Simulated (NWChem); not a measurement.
CH5O cation; SMILES C[OH2+]

```xyz
7

C     -0.0013     0.7990     0.0000
O     -0.0310    -0.6868     0.0000
H     -0.5445     1.0999    -0.9020
H     -0.5445     1.0999     0.9020
H      1.0418     1.1368     0.0000
H      0.3249    -1.1179    -0.8022
H      0.3249    -1.1179     0.8022
```
Atoms are numbered in this order, from 1.

The geometry was optimised at PBE0/def2-SVP.

Question: Give the principal values of the shielding tensors (ppm) of C1, O2 from B3LYP/IGLO-III, GIAO (NWChem), with their diamagnetic and paramagnetic parts as GIAO splits them.

Answer: 
| atom | σ11 | σ22 | σ33 | isotropic | diamagnetic | paramagnetic |
|---|---|---|---|---|---|---|
| C1 | 61.5 | 68.1 | 180.4 | 103.3 | 251.3 | -148.0 |
| O2 | 260.9 | 295.2 | 353.2 | 303.1 | 381.0 | -78.0 |
